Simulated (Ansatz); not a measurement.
The same ligand exchange along the group O, S, Te.

Program: Ansatz. Geometries: PBE0-D4/def2-TZVP. ΔE: electronic, gas phase. CBS: MP2 limit from def2 TZ/QZ plus the TZ coupled-cluster correction, frozen cores. This one scheme is used for every species. Elements past krypton have def2 core potentials. For Te outer-core shells are correlated without core-valence functions, which leaves a few kJ/mol of doubt a bond. One conformer a species, not always the lowest.

(1) Order these by ΔE at CCSD(T)/CBS, lowest first. (An estimate is asked.)
A. `[NH2][AlH][SiH2]O` + HCl → `[NH2][AlH][Cl]` + `O[SiH3]`
B. `[NH2][AlH][SiH2][TeH]` + HCl → `[NH2][AlH][Cl]` + `[SiH3][TeH]`
C. `[NH2][AlH][SiH2]S` + HCl → `[NH2][AlH][Cl]` + `[SiH3]S`

Largest T1 diagnostic: 0.013, for `[NH2][AlH][SiH2]S`.

Results:

(1) A (-179.2 kJ/mol), C (-163.4 kJ/mol), B (-151.3 kJ/mol).
